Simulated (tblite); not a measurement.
Compound: C5H14BGeN.
SMILES with atom numbers: `[BH3-:1][N@+:2]1([CH3:3])[CH2:4][GeH2:5][C:6](=[CH2:7])[CH2:8]1` (hydrogens: H9, H10, H11 on B1; H12, H13, H14 on C3; H15, H16 on C4; H17, H18 on Ge5; H19, H20 on C7; H21, H22 on C8)
Bond orders are those of one Lewis drawing.

Computed with GFN2-xTB (tblite), gas phase: L-BFGS steps from a force-field or distance-geometry start until the largest atomic force falls under 0.01 eV/Å.

Step 33: E = -649.8892 eV
```
atom  x, y, z in Å  |  force x, y, z in eV/Å
B1     -1.6993    1.3929    0.8365    0.041  -0.074  -0.004
N2     -0.7542    0.2043    0.1586   -0.200   0.132   0.077
C3     -1.5465   -0.4923   -0.8626    0.034   0.048  -0.033
C4     -0.3251   -0.7387    1.1916   -0.021   0.124  -0.039
Ge5     1.1697   -1.7343    0.3551    0.133  -0.008  -0.027
C6      1.5792   -0.0899   -0.6328    0.097  -0.158   0.039
C7      2.7201    0.2928   -1.1868   -0.046  -0.032  -0.087
C8      0.4389    0.8605   -0.3934   -0.067  -0.114   0.056
H9     -2.0576    2.0809   -0.0689   -0.004  -0.018   0.011
H10    -2.5942    0.8258    1.3842   -0.021   0.001  -0.038
H11    -1.0050    1.9830    1.6081    0.006  -0.017   0.017
H12    -2.6092   -0.3204   -0.6802    0.144  -0.100   0.088
H13    -1.3514   -1.5714   -0.8591    0.034   0.125  -0.038
H14    -1.3171   -0.0950   -1.8489   -0.001  -0.016  -0.044
H15     0.1079   -0.1532    2.0053   -0.104  -0.003   0.129
H16    -1.1875   -1.2724    1.5857    0.041  -0.002  -0.042
H17     0.8198   -2.9336   -0.4910    0.036  -0.008   0.033
H18     2.2690   -2.1222    1.3053   -0.033  -0.070  -0.053
H19     2.8648    1.2987   -1.5559   -0.028  -0.025  -0.053
H20     3.5526   -0.3807   -1.3147   -0.057  -0.012   0.046
H21     0.1529    1.3998   -1.2958    0.050   0.101   0.023
H22     0.7620    1.5848    0.3581   -0.035   0.124  -0.062
```

Step 34: E = -649.8971 eV
```
atom  x, y, z in Å  |  force x, y, z in eV/Å
B1     -1.7024    1.3895    0.8349   -0.046   0.016   0.026
N2     -0.7544    0.2067    0.1628   -0.109   0.150   0.047
C3     -1.5358   -0.4912   -0.8641    0.054   0.061  -0.011
C4     -0.3246   -0.7370    1.1954   -0.064   0.162  -0.035
Ge5     1.1686   -1.7306    0.3575    0.140  -0.051  -0.031
C6      1.5834   -0.0891   -0.6301    0.025  -0.140   0.023
C7      2.7200    0.2879   -1.1961   -0.055  -0.045  -0.086
C8      0.4427    0.8602   -0.3852   -0.052  -0.042   0.053
H9     -2.0849    2.0691   -0.0712    0.062  -0.050   0.039
H10    -2.5950    0.8256    1.3944    0.029  -0.018  -0.049
H11    -1.0128    1.9988    1.6009   -0.014  -0.061  -0.037
H12    -2.5998   -0.3402   -0.6801    0.094  -0.094   0.104
H13    -1.3177   -1.5638   -0.8673    0.012   0.059  -0.070
H14    -1.3136   -0.0792   -1.8447    0.001  -0.008  -0.077
H15     0.0909   -0.1464    2.0144   -0.069  -0.036   0.125
H16    -1.1861   -1.2781    1.5784    0.008  -0.019  -0.015
H17     0.7992   -2.9268   -0.4905    0.069   0.020   0.067
H18     2.2666   -2.1228    1.3062   -0.026  -0.086  -0.052
H19     2.8735    1.2895   -1.5709   -0.061   0.007  -0.048
H20     3.5440   -0.3922   -1.3322   -0.009  -0.045   0.054
H21     0.1613    1.4087   -1.2833    0.036   0.091   0.010
H22     0.7666    1.5807    0.3691   -0.025   0.127  -0.037
```

Step 35: E = -649.9039 eV
```
atom  x, y, z in Å  |  force x, y, z in eV/Å
B1     -1.7057    1.3863    0.8334   -0.113   0.097   0.050
N2     -0.7564    0.2115    0.1672    0.026   0.112  -0.005
C3     -1.5256   -0.4884   -0.8655    0.060   0.058   0.003
C4     -0.3252   -0.7325    1.1984   -0.071   0.129  -0.013
Ge5     1.1693   -1.7285    0.3586    0.071  -0.053  -0.004
C6      1.5868   -0.0910   -0.6275   -0.060  -0.049  -0.006
C7      2.7183    0.2826   -1.2058   -0.058  -0.057  -0.067
C8      0.4453    0.8598   -0.3770   -0.004   0.060   0.028
H9     -2.1071    2.0569   -0.0738    0.102  -0.057   0.053
H10    -2.5948    0.8238    1.4024    0.054  -0.032  -0.049
H11    -1.0191    2.0107    1.5930   -0.031  -0.083  -0.065
H12    -2.5897   -0.3588   -0.6773    0.034  -0.079   0.098
H13    -1.2879   -1.5550   -0.8753    0.010   0.003  -0.093
H14    -1.3100   -0.0651   -1.8425   -0.010   0.004  -0.081
H15     0.0751   -0.1403    2.0242   -0.040  -0.062   0.102
H16    -1.1844   -1.2830    1.5721   -0.015  -0.021   0.000
H17     0.7833   -2.9215   -0.4890    0.092   0.031   0.084
H18     2.2636   -2.1248    1.3056    0.002  -0.103  -0.031
H19     2.8792    1.2815   -1.5843   -0.091   0.010  -0.041
H20     3.5357   -0.4032   -1.3460    0.024  -0.060   0.050
H21     0.1690    1.4186   -1.2712    0.029   0.056   0.010
H22     0.7701    1.5796    0.3786   -0.012   0.097  -0.022
```

Step 36: E = -649.9099 eV
```
atom  x, y, z in Å  |  force x, y, z in eV/Å
B1     -1.7102    1.3848    0.8326   -0.128   0.130   0.055
N2     -0.7580    0.2176    0.1706    0.130   0.047  -0.048
C3     -1.5164   -0.4846   -0.8671    0.049   0.037   0.009
C4     -0.3267   -0.7264    1.2007   -0.052   0.052   0.016
Ge5     1.1708   -1.7279    0.3597   -0.027  -0.012   0.039
C6      1.5886   -0.0937   -0.6253   -0.116   0.060  -0.036
C7      2.7153    0.2772   -1.2152   -0.051  -0.059  -0.040
C8      0.4476    0.8606   -0.3698    0.043   0.142  -0.007
H9     -2.1235    2.0460   -0.0754    0.110  -0.034   0.040
H10    -2.5940    0.8215    1.4078    0.050  -0.047  -0.035
H11    -1.0243    2.0187    1.5852   -0.037  -0.077  -0.061
H12    -2.5805   -0.3755   -0.6726   -0.003  -0.057   0.077
H13    -1.2635   -1.5469   -0.8834    0.022  -0.029  -0.102
H14    -1.3072   -0.0535   -1.8424   -0.029   0.017  -0.058
H15     0.0615   -0.1360    2.0342   -0.021  -0.078   0.066
H16    -1.1830   -1.2870    1.5669   -0.028  -0.009  -0.001
H17     0.7732   -2.9177   -0.4858    0.100   0.022   0.081
H18     2.2611   -2.1292    1.3039    0.036  -0.115  -0.003
H19     2.8814    1.2751   -1.5958   -0.114  -0.014  -0.030
H20     3.5290   -0.4132   -1.3556    0.034  -0.057   0.038
H21     0.1761    1.4285   -1.2609    0.025   0.019   0.008
H22     0.7725    1.5810    0.3859    0.008   0.060  -0.007
```

Q: Estimate the geometry and energy of step 37. (The exact step hangs on the optimiser's Hessian estimate; all steps are aligned on step 36, rigid shifts and turns removed.)

A: E = -649.9166 eV, largest force 0.214 eV/Å
```
atom  x, y, z in Å  |  force x, y, z in eV/Å
B1     -1.7184    1.3855    0.8322   -0.097   0.118   0.038
N2     -0.7578    0.2254    0.1735    0.174  -0.023  -0.071
C3     -1.5050   -0.4798   -0.8695    0.023  -0.005   0.001
C4     -0.3291   -0.7185    1.2038   -0.016  -0.043   0.043
Ge5     1.1713   -1.7281    0.3615   -0.119   0.059   0.088
C6      1.5882   -0.0966   -0.6244   -0.131   0.160  -0.056
C7      2.7106    0.2692   -1.2267   -0.035  -0.055  -0.008
C8      0.4513    0.8644   -0.3610    0.079   0.190  -0.041
H9     -2.1440    2.0320   -0.0786    0.101   0.001   0.022
H10    -2.5918    0.8166    1.4154    0.037  -0.051  -0.018
H11    -1.0307    2.0299    1.5730   -0.048  -0.060  -0.042
H12    -2.5701   -0.3960   -0.6662    0.004  -0.029   0.042
H13    -1.2354   -1.5383   -0.8965    0.035  -0.018  -0.099
H14    -1.3047   -0.0395   -1.8440   -0.059   0.026  -0.001
H15     0.0484   -0.1323    2.0462   -0.008  -0.084   0.019
H16    -1.1823   -1.2896    1.5628   -0.037   0.015  -0.014
H17     0.7650   -2.9153   -0.4800    0.097   0.002   0.065
H18     2.2593   -2.1374    1.3012    0.064  -0.115   0.022
H19     2.8811    1.2674   -1.6080   -0.129  -0.055  -0.021
H20     3.5217   -0.4257   -1.3666    0.013  -0.034   0.023
H21     0.1851    1.4435   -1.2475    0.020  -0.017   0.007
H22     0.7769    1.5826    0.3975    0.030   0.018   0.000
```

The energy changes by -0.0066 eV. The first-order estimate −F·Δx gives -0.0089 eV and the mean of the old and new forces, exact on a quadratic surface, -0.0066 eV. The step makes an angle of 76° with the force vector and moves no atom by more than 0.032 Å.

What follows is the cost of the whole relaxation. The run took 1.3 s on an Intel Xeon Platinum 8375C at 2.90 GHz with one thread, shared host.
